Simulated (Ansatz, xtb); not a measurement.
## Redistribution: C2H4ClF + C3H7I → C2H4FI + C3H7Cl

Species: C2H4ClF (1-chloro-1-fluoroethane) `CC(F)Cl`, singlet; C3H7I (1-iodopropane) `CCCI`, singlet; C2H4FI `CC(F)I`, singlet; C3H7Cl (1-chloropropane) `CCCCl`, singlet. The partners trade Cl for I; both sit on C, so the bond types are kept.

Shapes, held fixed at every level: PBE0-D4/def2-TZVP. Flexible molecules stand in one conformer, not always the lowest. Programs: Ansatz 0.2.0, xtb 6.7.1. Electronic energies: no zero-point or thermal term.

| level | kind | ΔE (kJ/mol) | less CCSD(T)/def2-TZVPP | CPU time (sum over the molecules) |
| --- | --- | --- | --- | --- |
| GFN0-xTB | semi-empirical | +18.3 | +3.2 | 0.11 s |
| PBE-D4/def2-TZVPP | GGA | +10.9 | -4.2 | 22 s |
| r2SCAN-D4/def2-TZVPP | meta-GGA | +12.0 | -3.1 | 39 s |
| B3LYP-D4/def2-TZVPP | global hybrid | +11.0 | -4.1 | 37 s |
| wB97M-V/def2-TZVPP | range-separated hybrid | +13.8 | -1.3 | 89 s |
| wB97X-V/def2-TZVPP | range-separated hybrid | +13.4 | -1.7 | 62 s |
| CCSD/def2-TZVPP | coupled cluster or CI | +15.1 | 0.0 | – |
| CCSD(T)/def2-TZVPP | coupled cluster or CI | +15.1 | 0.0 | 17 min |

The highest level, CCSD(T)/def2-TZVPP, gives ΔE = +15.1 kJ/mol; the levels span +10.9 to +18.3. The column of differences is taken from that level and isn't an error. No measured value is set beside it here. For atoms past krypton def2 sets carry core potentials with scalar relativity. Outer-core shells of I are correlated in most correlated rows, in sets that cover them unevenly. Times are processor times on shared x86 and Arm servers, and rough.
